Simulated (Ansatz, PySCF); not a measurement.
Gas-phase reaction in SMILES: BN (BNH4) + H+ → B[NH3+]
Each molecule is optimised on its own at B3LYP-D3(BJ)/def2-TZVP (Ansatz, a quantum-chemistry and plane-wave program), one conformer each, not searched for the lowest. Frequencies are from Ansatz or PySCF.

Quantity: proton affinity (enthalpy at 298 K, with B3LYP-D3(BJ) rigid-rotor harmonic-oscillator terms), positive where the reaction releases energy, in kcal/mol. Correlated levels leave the core frozen unless marked. No spin-orbit coupling. Non-relativistic. CBS(X,Y): correlation extrapolated as X^-3; Hartree-Fock from the larger set.

CCSD(T)/CBS(cc-pVTZ,cc-pVQZ) (Ansatz) gives 181.0 kcal/mol.

Task: Another calculation gave 180.0 kcal/mol. Which level was it?
A) revPBE/def2-TZVPD (Ansatz)
B) HF/def2-TZVPD (PySCF)
C) SVWN5/def2-TZVPD (Ansatz)
D) wB97M-V/def2-TZVPD (Ansatz)

Result: A, revPBE/def2-TZVPD (Ansatz). The others give 187.9 (HF), 177.2 (wB97M-V), 169.0 (SVWN5) kcal/mol.
